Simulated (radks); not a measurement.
Exchange energies: the exact (Fock) value of the Kohn-Sham orbitals and density-functional approximations, as 100 (|E| - |E exact|)/|E exact|, negative where the magnitude is too small. Species: P12+ [He] 2s1; Re [Xe] 4f14 5d5 6s2; Ne [Ne]. Calculated with a radial shooting solver on a logarithmic mesh with Libxc functionals: non-relativistic Kohn-Sham, r2SCAN, spin-polarised, spherical densities, point nucleus; meta-GGA in the generalised Kohn-Sham scheme. Every spin shell is full or empty, so the densities are truly spherical. Functionals are evaluated on that one density, not self-consistently.

functional,P12+,Re,Ne
exact (hartree),-10.4500,-310.007,-12.0746
LDA,-13.23,-3.83,-8.77
revPBE,-0.09,-0.16,+0.36
RPBE,+0.18,-0.12,+0.55
PW91,-1.07,+0.15,+0.19
PW86,+0.31,-0.26,+1.07
SOGGA,-5.80,-1.76,-3.61
APBE,+0.16,+0.36,+1.06
SCAN,-0.22,+0.14,+0.55
r2SCAN,-0.27,-0.09,+0.38
